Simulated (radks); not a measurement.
Values are calculated unless marked as measured or tabulated.
The barium ion Ba6+, 50 electrons, occupied as [Kr] 4d10 5s2 5p2 (the NIST ground configuration).

Code: a radial shooting solver on a logarithmic mesh with Libxc functionals. Model: scalar-relativistic Kohn-Sham, SCAN, spin-unpolarised, spherical densities, finite nucleus; meta-GGA in the generalised Kohn-Sham scheme; Fermi nuclear charge, rms radius 4.8378 fm.

Energy parts (hartree):
total: -8128.1794
kinetic: 8581.0054
electron-nucleus: -19535.9886
Hartree: 3023.1109
exchange-correlation: -196.3071

Orbitals (lengths in bohr, moments of r in powers of bohr; r(90%) holds 90 % of the orbital's charge):
| orbital | occ. | eigenvalue (hartree) | <r^2> | <r^4> | r(90%) |
|---|---|---|---|---|---|
| 1s | 2 | -1374.147 | 0.0008887 | 2.077e-06 | 0.0461 |
| 2s | 2 | -220.1296 | 0.01420 | 0.0003465 | 0.170 |
| 2p | 6 | -197.5268 | 0.01129 | 0.0002528 | 0.157 |
| 3s | 2 | -48.82873 | 0.09695 | 0.01426 | 0.428 |
| 3p | 6 | -41.52284 | 0.09717 | 0.01498 | 0.434 |
| 3d | 10 | -30.94261 | 0.08385 | 0.01273 | 0.417 |
| 4s | 2 | -11.74889 | 0.5104 | 0.3787 | 0.966 |
| 4p | 6 | -9.37289 | 0.5781 | 0.4995 | 1.04 |
| 4d | 10 | -5.91025 | 0.7282 | 0.8590 | 1.19 |
| 5s | 2 | -3.57192 | 2.583 | 9.357 | 2.15 |
| 5p | 2 | -2.90879 | 3.157 | 14.07 | 2.39 |

The highest occupied level is 5p at -79.152 eV. The density falls to 0.001 e/bohr^3 at r = 3.07 bohr. For comparison, the ionisation energy in NIST's Atomic Spectra Database is 86 eV (theoretical). In exact Kohn-Sham theory the highest level is minus the ionisation energy, but local and semilocal functionals leave it too shallow, through self-interaction and a potential that decays too fast; potentials with the right tail come closer. The electron density at the nucleus is 3.342e+05 e/bohr^3 (large components only).

Beside tabulated values, note that spin-unpolarised runs miss the spin-polarisation part of the exchange energy of open shells.

Empty levels of this run are not shown, since the potential may be unsettled where no density lies.
